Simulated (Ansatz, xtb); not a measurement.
**Relaxing a trial structure of GaH8NO2Si2**

The starting geometry of this gas-phase singlet was built from a drawn formula by distance geometry; its bonds are those of `[NH2][GaH][O][SiH2][SiH2]O`.

```xyz
14

Ga   -1.2796   -0.8438    0.5333
N    -3.0177   -0.2664    0.9355
O    -0.2345   -0.5899    2.1975
O    -0.6912    2.8682    0.3219
Si    0.8177    0.7425    2.2883
Si    0.7235    1.8848    0.3361
H    -2.9254    0.7218    1.0555
H    -3.7746   -0.7547    1.3637
H    -1.0121   -0.1993   -0.9150
H     0.4430    1.6435    3.4042
H     2.2229    0.3493    2.4636
H     0.7445    1.0123   -0.8235
H     1.8574    2.7897    0.2487
H    -1.2869    2.4967   -0.3486
```

Predict what becomes of its bonds when it is optimised with r2SCAN-D4/def2-SVP.

A new bond forms, giving a structure given below by its coordinates. Contacts that close: Ga1–O4 (3.76 → 2.13 Å).

The energy falls by 2.67 eV over 35 steps:

| step | E − E(last) (eV) |
| --- | --- |
| 1 | 2.671 |
| 5 | 1.005 |
| 9 | 0.410 |
| 12 | 0.256 |
| 16 | 0.073 |
| 20 | 0.047 |
| 24 | 0.016 |
| 27 | 0.002 |
| 31 | 0.000 |
| 35 | 0.000 |

Final geometry (Å):

```xyz
14

Ga   -1.3647   -0.4701    0.5796
N    -2.8617    0.6434    0.8241
O    -0.2433   -0.3781    2.0234
O    -0.6169    1.2835   -0.3645
Si    1.0503    0.6252    2.2241
Si    0.7376    2.0739    0.3708
H    -3.0599    0.8930    1.7937
H    -3.7434    0.3568    0.4007
H    -1.2677   -1.6820   -0.3775
H     1.0042    1.3657    3.5244
H     2.3669   -0.0865    2.1625
H     1.8060    2.1342   -0.6688
H     0.3053    3.4712    0.6843
H    -1.5256    1.6246   -0.1157
```

From the same start GFN2-xTB reaches the same bonding as this run.

The end wasn't checked by frequencies. Run with Ansatz 0.2.0, 3.6 min on 2 threads of Arm Neoverse V1, with other jobs on the host.
